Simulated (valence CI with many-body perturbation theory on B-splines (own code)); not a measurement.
Energy levels of Ni23+

Method: relativistic CI+MBPT: three valence electrons over a frozen Dirac-Fock core [He], a basis of 11 s, 11 p, 9 d, 7 f, 5 g, 2 h, 1 i functions for each j, with the one-electron correlation potential Σ1, the two-electron term Σ2, the three-electron term Σ3, Breit, model QED; selected CI, second order for the rest (own B-spline code, finite nucleus).

No measured spectrum was set against this ion. As an estimate, levels of excited configurations hold to 0.05 to 0.15 % of their energy, terms of the ground configuration to about 0.5 %.

Levels 1 to 45 of 89, with energies above the lowest level, 2s2 2p 2P°_1/2. "Leading %" is the weight of the configuration and term that name the level; weights of strongly mixed levels are sums over their largest components and can fall short. In the jj column 3d3/2^4 stands for four electrons in 3d with j = 3/2. Lifetimes count E1, E2, E3, M1 and M2 decay at the calculated energies, and are blank where another channel may lead or the interval is too uncertain; long ones can be off by a factor of two.

| No. | Configuration | Term | J | E (eV) | Leading % | Leading jj | g | Lifetime |
| --- | --- | --- | --- | --- | --- | --- | --- | --- |
| 1 | 2s2 2p | 2P° | 1/2 | 0.0 | 98 | 2s^2 2p1/2 (98 %) | 0.660 |  |
| 2 | 2s2 2p | 2P° | 3/2 | 20.3 | 98 | 2s^2 2p3/2 (98 %) | 1.329 | 25.3 μs |
| 3 | 2s 2p2 | 4P | 1/2 | 56.7 | 94 | 2s 2p1/2^2 (67 %) | 2.616 | 5.62 ns |
| 4 | 2s 2p2 | 4P | 3/2 | 66.9 | 99 | 2s 2p1/2 2p3/2 (94 %) | 1.722 | 55.6 ns |
| 5 | 2s 2p2 | 4P | 5/2 | 75.5 | 91 | 2s 2p1/2 2p3/2 (64 %) | 1.559 | 7.03 ns |
| 6 | 2s 2p2 | 2D | 3/2 | 104.6 | 93 | 2s 2p1/2 2p3/2 (85 %) | 0.836 | 69.4 ps |
| 7 | 2s 2p2 | 2D | 5/2 | 109.6 | 91 | 2s 2p3/2^2 (63 %) | 1.232 | 145 ps |
| 8 | 2s 2p2 | 2P | 1/2 | 118.5 | 65 | 2s 2p1/2 2p3/2 (60 %) | 1.154 | 21.7 ps |
| 9 | 2s 2p2 | 2S | 1/2 | 140.1 | 64 | 2s 2p3/2^2 (83 %) | 1.554 | 24.3 ps |
| 10 | 2s 2p2 | 2P | 3/2 | 141.8 | 93 | 2s 2p3/2^2 (80 %) | 1.297 | 16.8 ps |
| 11 | 2p3 | 4S° | 3/2 | 176.5 | 84 | 2p1/2^2 2p3/2 (61 %) | 1.867 | 20.1 ps |
| 12 | 2p3 | 2D° | 3/2 | 196.1 | 77 | 2p1/2 2p3/2^2 (69 %) | 0.992 | 35.6 ps |
| 13 | 2p3 | 2D° | 5/2 | 201.6 | 100 | 2p1/2 2p3/2^2 (100 %) | 1.196 | 38.8 ps |
| 14 | 2p3 | 2P° | 1/2 | 220.9 | 98 | 2p1/2 2p3/2^2 (98 %) | 0.660 | 19.0 ps |
| 15 | 2p3 | 2P° | 3/2 | 232.2 | 75 | 2p3/2^3 (90 %) | 1.264 | 19.2 ps |
| 16 | 2s2 3s | 2S | 1/2 | 1192.1 | 95 | 2s^2 3s (95 %) | 2.000 | 264 fs |
| 17 | 2s2 3p | 2P° | 1/2 | 1216.6 | 92 | 2s^2 3p1/2 (92 %) | 0.665 | 3.55 ps |
| 18 | 2s2 3p | 2P° | 3/2 | 1222.3 | 92 | 2s^2 3p3/2 (92 %) | 1.334 | 3.23 ps |
| 19 | 2s 2p 3s | 4P° | 1/2 | 1240.8 | 95 | 2s 2p1/2 3s (95 %) | 2.590 | 249 fs |
| 20 | 2s2 3d | 2D | 3/2 | 1244.5 | 95 | 2s^2 3d3/2 (95 %) | 0.798 | 36.9 fs |
| 21 | 2s 2p 3s | 4P° | 3/2 | 1245.7 | 89 | 2s 2p1/2 3s (78 %) | 1.689 | 235 fs |
| 22 | 2s2 3d | 2D | 5/2 | 1246.2 | 95 | 2s^2 3d5/2 (95 %) | 1.199 | 38.6 fs |
| 23 | 2s 2p 3s | 2P° | 1/2 | 1254.9 | 94 | 2s 2p1/2 3s (84 %) | 0.711 | 346 fs |
| 24 | 2s 2p 3s | 4P° | 5/2 | 1260.4 | 98 | 2s 2p3/2 3s (98 %) | 1.597 | 216 fs |
| 25 | 2s 2p 3p | 4D | 1/2 | 1262.2 | 75 | 2s 2p1/2 3p1/2 (97 %) | 0.187 | 414 fs |
| 26 | 2s 2p 3p | 4D | 3/2 | 1266.5 | 72 | 2s 2p1/2 3p1/2 (76 %) | 1.226 | 466 fs |
| 27 | 2s 2p 3s | 2P° | 3/2 | 1270.3 | 89 | 2s 2p3/2 3s (94 %) | 1.358 | 250 fs |
| 28 | 2s 2p 3p | 2P | 3/2 | 1272.3 | 26 | 2s 2p1/2 3p3/2 (87 %) | 1.483 | 233 fs |
| 29 | 2s 2p 3p | 2P | 1/2 | 1274.4 | 64 | 2s 2p1/2 3p3/2 (63 %) | 0.665 | 94.9 fs |
| 30 | 2s 2p 3p | 4D | 5/2 | 1274.9 | 86 | 2s 2p1/2 3p3/2 (71 %) | 1.381 | 8.24 ps |
| 31 | 2s 2p 3p | 4P | 1/2 | 1276.8 | 89 | 2s 2p1/2 3p1/2 (70 %) | 2.565 | 1.72 ps |
| 32 | 2s 2p 3p | 2D | 3/2 | 1279.9 | 49 | 2s 2p1/2 3p3/2 (79 %) | 1.295 | 127 fs |
| 33 | 2s 2p 3d | 4F° | 3/2 | 1287.6 | 86 | 2s 2p1/2 3d3/2 (94 %) | 0.473 | 321 fs |
| 34 | 2s 2p 3p | 4P | 3/2 | 1288.0 | 47 | 2s 2p3/2 3p1/2 (83 %) | 1.454 | 203 fs |
| 35 | 2s 2p 3p | 4D | 7/2 | 1288.4 | 100 | 2s 2p3/2 3p3/2 (100 %) | 1.426 | 119 ps |
| 36 | 2s 2p 3p | 4P | 5/2 | 1290.4 | 60 | 2s 2p3/2 3p1/2 (78 %) | 1.455 | 272 fs |
| 37 | 2s 2p 3d | 4F° | 5/2 | 1290.6 | 82 | 2s 2p1/2 3d3/2 (47 %) | 1.077 | 156 fs |
| 38 | 2s 2p 3p | 4S | 3/2 | 1291.5 | 41 | 2s 2p3/2 3p3/2 (83 %) | 1.579 | 206 fs |
| 39 | 2s 2p 3d | 4F° | 7/2 | 1295.6 | 74 | 2s 2p1/2 3d5/2 (74 %) | 1.270 | 93.9 fs |
| 40 | 2s 2p 3d | 4P° | 5/2 | 1296.0 | 45 | 2s 2p1/2 3d5/2 (72 %) | 1.403 | 45.1 fs |
| 41 | 2s 2p 3d | 4D° | 3/2 | 1297.6 | 57 | 2s 2p1/2 3d3/2 (43 %) | 1.296 | 31.1 fs |
| 42 | 2s 2p 3p | 2D | 5/2 | 1297.9 | 69 | 2s 2p3/2 3p3/2 (90 %) | 1.316 | 106 fs |
| 43 | 2s 2p 3d | 4D° | 1/2 | 1298.1 | 82 | 2s 2p1/2 3d3/2 (76 %) | 0.249 | 25.4 fs |
| 44 | 2s 2p 3s | 2P° | 1/2 | 1299.7 | 93 | 2s 2p3/2 3s (78 %) | 0.677 | 164 fs |
| 45 | 2s 2p 3s | 2P° | 3/2 | 1299.9 | 80 | 2s 2p3/2 3s (71 %) | 1.303 | 116 fs |

Names give the largest LS component (configuration and term), which can be under half, so a name can repeat, a term be missing and a line seem to break the LS rules; names also repeat where a configuration has a term twice.

The ionisation energy to 2s2 1S_0 of the next ion comes out as 2130.9 eV (NIST: 2130.5 ± 0.9 eV (semi-empirical)). All 89 levels together are meant to be complete up to 1382.8 eV.
